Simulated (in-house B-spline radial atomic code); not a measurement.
## How G0W0 and RPA depend on the start: Eu⁺

Configuration [Xe] 4f7 6s1, highest spin. Computed with a B-spline radial code for spherical atoms: all electrons, scalar-relativistic (spin-free one-electron X2C), finite nucleus, each spin shell either full or empty, empty states to l = 9 with an (l + 1/2)⁻⁴ tail; G0W0 by contour deformation at full frequency.

Without the two-electron picture change, the correlation of inner shells comes somewhat too large for so heavy an element.

RPA overbinds a lone outer s electron by self-correlation, and G0W0 tends to as well.

```csv
start,mean-field 6s up (eV),G0W0 (eV),QP weight,RPA correlation (Eh)
Hartree-Fock,-10.485,-11.388,0.965,-4.8673
LDA VWN5,-9.129,-11.803,0.898,-5.3335
PBE,-8.905,?,?,?
PBE0,-9.394,-11.665,0.927,-5.1926
r2SCAN,-9.023,-11.740,0.913,-5.2492
HSE06,-9.099,-11.694,0.911,-5.2063
B3LYP (VWN-RPA),-9.374,-11.715,0.924,-5.22
SCAN,-9.181,-11.765,0.915,-5.26
TPSS,-8.747,-11.730,0.887,-5.3089
BHandHLYP,-9.823,-11.588,0.947,-5.0757
CAM-B3LYP,-10.364,-11.643,0.952,-5.1603
LC-wPBE,-11.122,?,?,?
wB97X,-10.812,-11.559,0.962,-5.131
PBEsol,-8.946,-11.771,0.893,-5.3299
BLYP,-8.840,-11.779,0.892,-5.3295
r2SCAN0,-9.512,-11.646,0.933,-5.1417
LDA exchange-only,-8.538,-11.766,0.778,-5.3341
```

What G0W0 level, weight and RPA correlation energy follow from the PBE start?

G0W0 level -11.756 eV, weight 0.890, RPA correlation -5.3274 hartree.

What G0W0 level, weight and RPA correlation energy follow from the LC-wPBE start?

G0W0 level -11.583 eV, weight 0.963, RPA correlation -5.1553 hartree.

How much of the dependence on the start does G0W0 remove?

The mean-field levels span 2.58 eV and the G0W0 levels 0.415 eV. Against 11.24 ± 0.006 eV (NIST, semi-empirical) the G0W0 removal energies are off by +0.15 to +0.56 eV, with spin-orbit coupling, Breit and QED terms left out.
